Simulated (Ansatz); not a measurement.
SiAsN2H9, singlet: at the end structure of a reaction step.

The input file, in.yaml:

```yaml
crystal:
  periodic: [false, false, false]
  atoms:
    - {symbol: Si, position_ang: [-0.797471, 0.069233, -0.425940]}
    - {symbol: N, position_ang: [1.377230, -1.197122, 1.541237]}
    - {symbol: H, position_ang: [-0.606130, -1.398757, -0.604907]}
    - {symbol: H, position_ang: [-1.016271, 0.372840, 1.009173]}
    - {symbol: N, position_ang: [-2.182775, 0.710550, -1.239172]}
    - {symbol: H, position_ang: [2.128605, -1.764859, 1.168841]}
    - {symbol: As, position_ang: [1.013292, 1.168435, -1.474950]}
    - {symbol: H, position_ang: [0.790173, -1.805481, 2.098740]}
    - {symbol: H, position_ang: [1.793496, -0.521640, 2.170577]}
    - {symbol: H, position_ang: [-2.243891, 0.666502, -2.243937]}
    - {symbol: H, position_ang: [-3.093642, 0.606712, -0.821186]}
    - {symbol: H, position_ang: [2.046261, 0.645313, -0.493862]}
    - {symbol: H, position_ang: [0.791122, 2.448372, -0.684516]}
basis:
  gaussian: {orbitals: def2-TZVPP}
hamiltonian: {xc: pbe}
correlation: {method: rpa}
```

Launched with

```bash
ansatz run in.yaml --threads 8 --pin off --events-out ev --progress --plain --max-ram 19148MiB
```

The run's output (Ansatz 0.2.0):

```
Functional definition: PBE
  name "PBE"
  cite "Perdew, Burke & Ernzerhof, Phys. Rev. Lett. 77, 3865 (1996) doi:10.1103/PhysRevLett.77.3865"
  parent pbe
  parameter kappa = 0.804
  parameter beta = 0.06672455060314922
  exchange = pbe_x(kappa = kappa, mu = beta*pi^2/3)
  correlation = pbe_c(beta = beta)
1620 factors; integrals over basis functions are off by at most 1.3e-3 eV
mean field evaluation 1: about -71813.4780 eV, gradient 9.7e1 eV
mean field evaluation 2: about -71813.4678 eV, gradient 9.7e1 eV
mean field evaluation 4: about -71826.2947 eV, gradient 3.7e1 eV
mean field evaluation 8: about -71830.9854 eV, gradient 1.1e0 eV
mean field evaluation 16: about -71830.9860 eV, gradient 8.1e-4 eV
mean field evaluation 32: about -71796.3886 eV, gradient 8.1e1 eV
mean field -71830.98596955 eV, -2639.7400455898 hartree, gradient 3.6e-6 eV, S^2 0.000000; 0 other end points of the search recorded, 0 dependent functions left out
16 core orbitals not correlated: weight in the atoms' cores, before any rotation towards them, 1.000 or more for the frozen orbitals, at most 0.000 for the correlated occupied ones
reference -71764.66081878 eV, -2637.3026412559 hartree; 19, 19 occupied and 243, 243 virtual orbitals, 1620 factors
Total energy: -71803.46304025 eV, -2638.7285965939 hartree
```

The lines “mean field evaluation” count trial sets of orbitals through the whole run, from several starts and some on an approximate energy, so they need not fall steadily or lie above the final value.

Hardware: 8 CPU threads of an Arm Neoverse V2, shared host. Wall time 4.3 s; peak host memory 0.73 GiB.
